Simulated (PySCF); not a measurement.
# Field gradients at the hydrogen positions

Species: C₃H₁₀O₂Si₂.
Geometry (GFN2-xTB, Å), atoms numbered from 1 in this order:
```
atom  x, y, z in Å
C1     0.512   -0.775    1.653
C2    -0.009    0.096    0.801
C3    -1.420    0.580    0.845
Si4   -2.343    0.051   -0.740
O5     0.674    0.621   -0.249
Si6    2.198    0.488   -0.804
O7     2.627   -1.018   -1.240
H8    -0.068   -1.162    2.470
H9     1.529   -1.113    1.562
H10   -1.416    1.670    0.897
H11   -1.914    0.204    1.738
H12   -2.291   -1.409   -0.856
H13   -3.736    0.490   -0.614
H14   -1.736    0.668   -1.918
H15    3.222    0.779    0.186
H16    2.078    1.398   -1.933
H17    2.086   -1.557   -1.811
```

Level: PBE0/pcSseg-1 (PySCF, non-relativistic); Q(2H) = 0.00286 b; rigid geometry, the same for H and D, with no vibrational averaging.

Question: Rank these positions by the coupling χzz of a deuteron there, largest first.
A. H9 (vinylic hydrogen)
B. H12 (Si–H hydrogen)
C. H10 (methylene hydrogen)
D. H17 (hydroxyl hydrogen)

Answer: D (344 kHz), A (230 kHz), C (209 kHz), B (108 kHz).

Q: Give the electric field gradient Vzz (the principal value of largest size), its asymmetry and the 2H coupling at each hydrogen.

A: 
| atom | bonded to | bond length (Å) | Vzz (au) | η | χzz (kHz) |
| --- | --- | --- | --- | --- | --- |
| H8 | C1 | 1.074 | 0.3459 | 0.09 | 232 |
| H9 | C1 | 1.075 | 0.3417 | 0.10 | 230 |
| H10 | C3 | 1.091 | 0.3104 | 0.04 | 209 |
| H11 | C3 | 1.088 | 0.3147 | 0.05 | 211 |
| H12 | Si4 | 1.466 | 0.1611 | 0.01 | 108 |
| H13 | Si4 | 1.466 | 0.1612 | 0.01 | 108 |
| H14 | Si4 | 1.461 | 0.1650 | 0.01 | 111 |
| H15 | Si6 | 1.453 | 0.1645 | 0.02 | 111 |
| H16 | Si6 | 1.455 | 0.1634 | 0.01 | 110 |
| H17 | O7 | 0.954 | 0.5114 | 0.05 | 344 |

Q: Average by the element that carries the hydrogen.

A: on C: 221 kHz over 4 positions, mean bond length 1.082 Å; on Si: 110 kHz over 5 positions, mean bond length 1.460 Å; on O: 344 kHz over 1 position, mean bond length 0.954 Å.

The structure is a single GFN2-xTB conformer in the gas phase; no vibrational or solvent corrections. GFN2-xTB bond lengths can be off by several hundredths of an ångström, more for odd bonds, and the gradients follow them. These gradients aren't converged with respect to the basis.

These values come from a run that also computed NMR shieldings. On one thread, Arm Neoverse V1 (aarch64), on a shared host, this took 31 s and 0.83 GiB of memory at its peak.
